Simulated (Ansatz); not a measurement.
System: CPt, charge 0, multiplicity 1. SMILES: [C][Pt]
Geometry: optimised at B3LYP-D3(BJ)/def2-TZVP (Ansatz, a quantum-chemistry and plane-wave program).

Property: atomisation energy (electronic, to ground-state atoms), in kJ/mol. Correlated levels leave the core frozen unless marked. UHF or UKS for open shells. Spin-orbit coupling is left out. The frozen core is the preceding noble-gas configuration, with the filled d and f shells of earlier blocks. In def2 rows, elements after Kr have scalar-relativistic effective core potentials. The coupled-cluster limit lacks core correlation, which all-electron functionals hold. CBS marks a two-point X^-3 extrapolation of the correlation energy; Hartree-Fock from the larger set.

```csv
level,program,atomisation energy (kJ/mol),rough core time
SVWN5/def2-TZVPD,Ansatz,788.5,under 20 s
PBE-D3(BJ)/def2-TZVPD,Ansatz + dftd3,681.7,under 20 s
r2SCAN/def2-TZVPD,Ansatz,626.9,under 20 s
r2SCAN-D3(BJ)/def2-TZVPD,Ansatz + dftd3,627.6,under 20 s
B97M-V/def2-TZVPD,Ansatz,588.2,under 20 s
wB97X/def2-TZVPD,Ansatz,541.4,under 20 s
MP2/def2-SVPD,Ansatz,668.5,-
RI-MP2/def2-QZVPP,Ansatz,730.0,under 20 s
SCS-MP2/def2-TZVPP,Ansatz,667.7,-
"CCSD(T)/CBS(def2-TZVPPD,def2-QZVPPD)",Ansatz,625.5,40 s
```

Core times are rough, on shared machines, summed over the molecules involved; a dash marks a level read off another run, or run on other hardware, by another program or under a memory cap.

The Hartree-Fock reference is unstable (checked in the largest basis), which strains HF and MP2. The T1 diagnostic of CCSD in the largest basis is 0.042, which is high, so the coupled-cluster rows are less sure than usual.
